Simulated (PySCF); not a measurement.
# From computed data to an observable: chemical shift, span and skew from a shielding tensor

C3H6OSi, SMILES C=CC(=O)[SiH3]. Atoms are numbered in the order given.

```xyz
11

C      0.3068    -2.4677     0.0000
C      0.7188    -1.1959     0.0000
C     -0.2740    -0.0740     0.0000
O     -1.4737    -0.2820     0.0000
Si     0.2874     1.7760     0.0000
H     -0.7666    -2.6855     0.0000
H      1.0095    -3.3062     0.0000
H      1.7833    -0.9371     0.0000
H      1.7749     1.9033     0.0000
H     -0.2726     2.4212    -1.2189
H     -0.2726     2.4212     1.2189
```
Charge 0, spin multiplicity 1.

Geometry: ωB97X-D3(BJ)/def2-SVP. One conformer was computed; it need not be the lowest.

GIAO shieldings from HF/pcSseg-1 (PySCF), non-relativistic, no solvent. The symmetric part of the tensor of C2 has the principal values -79.1, 86.4, 150.4 ppm. The same nucleus in TMS has σ = 192.6 ppm at this level (PySCF, at its B3LYP-D3(BJ)/def2-TZVP geometry).

Task: Work out the isotropic shielding, the ¹³C shift against TMS, the span and the skew.

Result: 
σ(iso) = (σ11 + σ22 + σ33)/3 = 52.6 ppm. δ = σ(ref) − σ(iso) = 192.6 − (52.6) = 140.0 ppm.
Span Ω = σ33 − σ11 = 229.5 ppm. Skew κ = 3(σ(iso) − σ22)/Ω = -0.44. Tumbling in solution averages the tensor to δ; in a static solid the shielding alone would spread this spin-1/2 line over Ω.
